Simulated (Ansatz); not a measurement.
C₂H₇ClOSi, SMILES `OC(Cl)C[SiH3]`, relaxed with RKS PBE-D4/def2-SVP in the Gaussian-basis code of Ansatz from a rough embedded geometry. The force threshold is 0.03 eV/Å; the program also tests the step.

The species carries charge 0 and has multiplicity 1.

Start:

```xyz
12

O     0.236   -2.250    0.508
C    -0.162   -1.108   -0.221
Cl   -1.912   -1.217   -0.350
C     0.276    0.171    0.577
Si    0.231    1.745   -0.307
H    -0.495   -2.900    0.328
H     0.229   -1.110   -1.232
H     1.341   -0.020    0.842
H    -0.272    0.145    1.521
H    -1.212    2.090   -0.607
H     0.953    1.639   -1.586
H     0.788    2.816    0.528
```

```json
{"step": "1", "energy (eV)": "-24611.1653", "largest force (eV/Å)": "2.521", "largest move (Å)": "0.000"}
{"step": "2", "energy (eV)": "-24611.4288", "largest force (eV/Å)": "1.196", "largest move (Å)": "0.137"}
{"step": "3", "energy (eV)": "-24611.5242", "largest force (eV/Å)": "0.760", "largest move (Å)": "0.107"}
{"step": "4", "energy (eV)": "-24611.5492", "largest force (eV/Å)": "0.593", "largest move (Å)": "0.200"}
{"step": "5", "energy (eV)": "-24611.5640", "largest force (eV/Å)": "0.199", "largest move (Å)": "0.144"}
{"step": "6", "energy (eV)": "-24611.5806", "largest force (eV/Å)": "0.179", "largest move (Å)": "0.086"}
{"step": "7", "energy (eV)": "-24611.5882", "largest force (eV/Å)": "0.143", "largest move (Å)": "0.156"}
{"step": "8", "energy (eV)": "-24611.5937", "largest force (eV/Å)": "0.082", "largest move (Å)": "0.083"}
{"step": "9", "energy (eV)": "-24611.5968", "largest force (eV/Å)": "0.075", "largest move (Å)": "0.061"}
{"step": "10", "energy (eV)": "-24611.5982", "largest force (eV/Å)": "0.027", "largest move (Å)": "0.035"}
```

End:

```xyz
12

O    -0.033   -2.238    0.701
C    -0.118   -1.139   -0.125
Cl   -1.872   -0.908   -0.759
C     0.301    0.106    0.629
Si    0.120    1.746   -0.322
H    -0.220   -3.036    0.170
H     0.447   -1.261   -1.076
H     1.365   -0.023    0.924
H    -0.287    0.160    1.569
H    -1.293    2.250   -0.318
H     0.590    1.571   -1.742
H     0.999    2.770    0.347
```

Hardware: 4 threads of an Arm Neoverse V1 on a shared host. Wall time 16 s, peak host memory 0.16 GiB.
